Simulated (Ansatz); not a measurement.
Stretching the Pb1–H2 bond in H2OPb (SMILES [OH][PbH]) (multiplicity 1 held, fragments rigid). Energies count from the point at 1.879 Å.
Geometry at that point (charge 0, multiplicity 1):
```csv
atom,x (Å),y (Å),z (Å)
Pb,-0.1201,-0.1016,0.1405
H,-1.4864,0.0214,-1.1432
O,1.2989,0.8935,-1.0580
H,0.9450,1.1577,-1.9145
```

Restricted levels (R-, RO-) in cc, def2 and unpolarised 6-31G sets keep to the state of the molecule at rest. U- levels take the lowest unrestricted solution at each point, which mixes spins at long bonds. Levels need not reach the same state.

Cores are frozen in the correlated methods. Filled d and f shells under p-block atoms count as core.

Run with Ansatz (a program for electronic structure).  In def2 rows elements past Kr take small-core potentials, without spin–orbit coupling.

**Question.** One of these levels gives 5.218 eV for the energy at R = 6.012 Å. Which?
A) R-MP2/def2-TZVPP
B) U-HF/def2-TZVPP
C) U-wB97X-V/def2-TZVPP
D) R-wB97X-V/def2-TZVPP

**Answer.** D, R-wB97X-V/def2-TZVPP. The others give 1.764 (U-HF/def2-TZVPP), 2.735 (U-wB97X-V/def2-TZVPP), 3.797 (R-MP2/def2-TZVPP)

Doubts at one or more of the structures used: a spin-contaminated determinant (U-HF/def2-TZVPP, U-wB97X-V/def2-TZVPP); a restricted determinant that unrestricted orbitals would lower (R-wB97X-V/def2-TZVPP, R-MP2/def2-TZVPP).
